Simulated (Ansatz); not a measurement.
Consider the cleavage of the Si–Ge bond: `FC#[C][GeH2][SiH3]` + `[OH][SnH2][Cl]` → `[SiH3][O][SnH2][Cl]` + `FC#[C][GeH3]`.

Gas-phase electronic energies from Ansatz, PBE0-D4/def2-TZVP geometries. CCSD(T)/CBS is the MP2 limit (def2-TZVPP, def2-QZVPP) plus CCSD(T) − MP2 in def2-TZVPP, frozen cores. DFT in def2-TZVPP. def2 core potentials past Kr. For Ge, Sn outer-core shells are correlated without core-valence functions, which leaves a few kJ/mol of doubt a bond. Scalar relativity is left out up to krypton. One conformer a species, not always the lowest.

CCSD(T)/CBS gives -20.6 kcal/mol.

Problem. Another level gave -19.7 kcal/mol. Which?
A. LDA (SPW92)/def2-TZVPP
B. PBE/def2-TZVPP
C. r2SCAN0-D4/def2-TZVPP
D. BLYP/def2-TZVPP

Solution. C. r2SCAN0-D4 -19.7, PBE -14.3, LDA (SPW92) -15.3, BLYP -17.9 kcal/mol.

Largest T1 diagnostic among the species: 0.013.

From PBE to PBE0 (25 % exact exchange), in def2-TZVPP and without D4, ΔE moves by −2.2 kcal/mol. In def2-TZVPP, CCSD(T) changes the Hartree–Fock value by +5.9 kcal/mol (the triples alone add +0.7 kcal/mol) and MP2 by +4.9 kcal/mol. At CCSD(T), def2-SVP lies −0.9 kcal/mol from the extrapolated value and def2-TZVPP −0.1 kcal/mol.
